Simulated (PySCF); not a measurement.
Structure problem from calculated spectra and properties.

Formula: C6H11N3.

| Property | Result |
| --- | --- |
| XPS | C1s 290.6, C1s 290.7, C1s 290.9, C1s 290.9, C1s 290.9, C1s 292.0, N1s 405.1, N1s 405.3, N1s 407.3 eV [ΔSCF SCAN, pcX-2 on the ionised atom, pcseg-1 elsewhere, spin-free X2C] |
| Rotational structure | rotational constants A, B, C: 3.516, 0.975, 0.871 GHz [PBE0-D3(BJ)/def2-SVP] |
| 1H NMR | chemical shifts (computed TMS as zero) by class: 7.32 (1 H), 4.14 (2 H), 2.57 (2 H), 1.34 (3 H), 1.18 (3 H) ppm [GIAO PBE0/pcSseg-1] |
| Dipole | 0.48 D [CAM-B3LYP/def2-SVPD] |
| 13C NMR | chemical shifts (computed TMS as zero) by class: 154.1 (1 C), 136.8 (1 C), 50.9 (1 C), 22.3 (1 C), 19.4 (1 C), 18.1 (1 C) ppm [GIAO PBE0/pcSseg-1] |
| UV, first state | lowest singlet excitation: 6.36 eV (195 nm, f = 0.222) [TDDFT CAM-B3LYP/def2-SVPD] |

Gas-phase values; electronic properties from PySCF, density fitting. Levels stand in brackets. The structure is a single PBE0-D3(BJ)/def2-SVP conformer in the gas phase; no vibrational or solvent corrections. NMR values are class means; diastereotopic atoms form classes of their own.

Question: Propose a structure and show how it fits.

Answer: Numbering: `[CH3:1][CH2:2][c:3]1[cH:4][n:5][n:6]([CH2:7][CH3:8])[n:9]1`. Its formula, C6H11N3, gives 3 degrees of unsaturation: 1 ring and 2 π bonds in the structure found (Kekulé form). 6 carbons fall into 6 classes; from least to most shielded: substituted aromatic carbon [C3] (154.1 ppm), aromatic CH next to a ring nitrogen [C4] (136.8 ppm), chain sp3 carbon bound to nitrogen [C7] (50.9 ppm), benzylic-type carbon [C2] (22.3 ppm), methyl carbon [C1] (19.4 ppm), methyl carbon [C8] (18.1 ppm). Hydrogen classes from least to most shielded: 1 H on an aromatic CH next to a ring nitrogen, C4 (7.32 ppm), 2 H on an sp3 carbon bound to nitrogen, C7 (4.14 ppm), 2 H on a benzylic-type carbon, C2 (2.57 ppm), 3 H on a methyl carbon, C8 (1.34 ppm), 3 H on a methyl carbon, C1 (1.18 ppm). The core levels belong to: C1s 290.6 eV, methyl carbon [C1]; C1s 290.7 eV, aromatic CH next to a ring nitrogen [C4]; C1s 290.9 eV, benzylic-type carbon [C2]; C1s 290.9 eV, methyl carbon [C8]; C1s 290.9 eV, substituted aromatic carbon [C3]; C1s 292.0 eV, sp3 carbon bound to nitrogen [C7]; N1s 405.1 eV, pyridine-type nitrogen [N9]; N1s 405.3 eV, pyridine-type nitrogen [N5]; N1s 407.3 eV, pyrrole-type nitrogen [N6]. The optimised geometry has point group C1 and is an asymmetric top. Structure: `CCC1=NN(CC)N=C1`. Computed isomers that give other values at the same levels: `Cc1cnn(C(C)C)n1` (rotational constant A: 3.930 GHz; this holds for the one conformer computed); `Cc1n[nH]c(C(C)C)n1` (13C chemical shifts (computed TMS as zero) by class: 165.3 (1 C), 163.6 (1 C), 29.0 (1 C), 21.2 (2 C), 16.0 (1 C) ppm); `CC(C)c1cnn(C)n1` (13C chemical shifts (computed TMS as zero) by class: 158.9 (1 C), 134.4 (1 C), 40.9 (1 C), 28.8 (1 C), 25.7 (2 C) ppm). The assignments are read from this structure; whether some other isomer fits the data as well wasn't checked.

The values belong to the conformer `[CH3:1][CH2:2][c:3]1[cH:4][n:5][n:6]([CH2:7][CH3:8])[n:9]1`: C1–C2–C3–C4 90°, N5–N6–C7–C8 -86°.
